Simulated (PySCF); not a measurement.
I⁺: ionisation energy

I⁺ [Kr] 4d10 5s2 5p4 (3P) → I²⁺ [Kr] 4d10 5s2 5p3 (4S), as a difference of total energies. All numbers are calculated (PySCF 2.14, scalar relativity through the core potential, in aug-cc-pVTZ-PP with one added diffuse shell each of d, f type with ECP28MDF (6s5p5d3f, 67 functions)). Correlated levels: valence: 4s2 4p6 4d10 frozen. The calculations carry no spin-orbit coupling.

| method | ionisation energy (eV) |
| --- | --- |
| UHF | 17.662 |
| MP2 (valence) | 18.284 |
| SCS-MP2 (valence) | 18.346 |
| CCSD (valence) | 18.413 |
| CCSD(T) (valence) | 18.438 |

How much does correlation contribute at CCSD(T) (valence)?

18.438 − (17.662) = 0.776 eV, measured against UHF.

Errors of the correlated levels include the incompleteness of this basis and the frozen core.

For comparison: 18.750 eV (measured; NIST levels, between the centres of gravity of the two terms).
